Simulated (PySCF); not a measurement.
**Steps of a relaxation of [Gd(H2O)]3+**

[Gd(H2O)]3+ (singlet in the valence; each metal's 4f electrons, 7 of them, lie in its core potential, out of spins and levels). PySCF 2.14.0, RKS PBE0, Gd lcecp-1-SVP with ECP53, O def2-SVP, H def2-SVP; non-relativistic Hamiltonian with scalar-relativistic core potentials where named; density fitting; no spin-orbit coupling. Origin of the start: template. Columns: position (Å) and force (eV/Å). Energies are counted from the last step; some of the 6 steps are shown. Forces carry noise of the integration grid, about 0.01 to 0.03 eV/Å.

Run from Python with OMP_NUM_THREADS=2. Where DIIS fails, smearing, a level shift and second-order steps follow.
It took 5.9 s on 2 threads of Arm Neoverse V2, on a shared host, from the converged density of the start.

```xyz
4
step 0  E = 0.346 eV
Gd    0.0000    0.0000   -0.2599     0.00    0.00    1.90
O     0.0000    0.0000    2.2126     0.00    0.00   -3.19
H     0.7700    0.0000    2.8026     0.83    0.00    0.64
H    -0.7700    0.0000    2.8026    -0.83    0.00    0.64
```

```xyz
4
step 2  E = 0.021 eV
Gd    0.0000    0.0000   -0.0680     0.00    0.00   -0.31
O     0.0000    0.0000    2.1027     0.00    0.00    1.39
H     0.7809    0.0000    2.7616    -0.42    0.00   -0.54
H    -0.7809    0.0000    2.7616     0.42    0.00   -0.54
```

```xyz
4
step 3  E = 0.004 eV
Gd    0.0000    0.0000   -0.0923     0.00    0.00    0.24
O     0.0000    0.0000    2.1247     0.00    0.00    0.20
H     0.7807    0.0000    2.7628    -0.17    0.00   -0.22
H    -0.7807    0.0000    2.7628     0.17    0.00   -0.22
```

Where does the relaxation end?

It converges at step 5 in C2v:
```xyz
4
step 5  E = 0
Gd    0.0000    0.0000   -0.0753
O     0.0000    0.0000    2.1248
H     0.7796    0.0000    2.7543
H    -0.7796    0.0000    2.7543
```

How did the contacts change?


```csv
contact,start (Å),end (Å)
Gd1–O2 (H2O),2.472,2.200
```


An lcecp potential fixes the number of 4f electrons, so in runs with it no electron can move into or out of that shell.
